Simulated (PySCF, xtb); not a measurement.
SnHFBr₂, SMILES [F][SnH]([Br])[Br].

Harmonic wavenumbers (cm⁻¹) from xtb 6.7.1 with GFN2-xTB at its own minimum, in rising order: 59, 95, 101, 195, 240, 370, 381, 398, 1233.

Question: What does PBE-D3(BJ)/def2-SVP (PySCF 2.14.0) give at its own minimum? (The exact figures need the calculation; the answer reports its results.)

Answer: 70, 129, 130, 245, 273, 510, 531, 615, 1876. Paired by order, the mean absolute difference is 145 cm⁻¹ and the zero-point energies are 4.4 and 6.3 kcal/mol.
